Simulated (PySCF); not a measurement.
How methods differ on the excitation energy of V(2+)

V(2+) [Ar] 3d3 (4F) → V(2+) [Ar] 3d2 4p1 (high-spin determinant), as a difference of total energies. Computed with PySCF 2.14 in aug-cc-pVTZ with one added diffuse shell each of s, p, d, f, g type (9s8p6d4f3g, 118 functions), with the non-relativistic Hamiltonian (point nucleus). Correlated levels: valence: [Ar] frozen. The calculations carry no spin-orbit coupling.

| method | excitation energy (eV) |
| --- | --- |
| UHF | 10.381 |
| LDA | 10.946 |
| PBE | 10.754 |
| PBE0 | 10.844 |
| r2SCAN | 11.029 |
| r2SCAN0 | 11.045 |
| BP86 | 10.764 |
| B2PLYP | 10.740 |
| MP2 (valence) | 10.623 |
| SCS-MP2 (valence) | 10.462 |

Question: How much does correlation contribute at MP2 (valence)?

Answer: 10.623 − (10.381) = 0.242 eV, measured against UHF.

A first-order spin-orbit estimate (lowest level to lowest level, LS coupling) adds -0.031 eV.

The determinant of the upper state mixes LS terms, which raises its energy above the lowest term, most at the Hartree-Fock and MP2 levels.
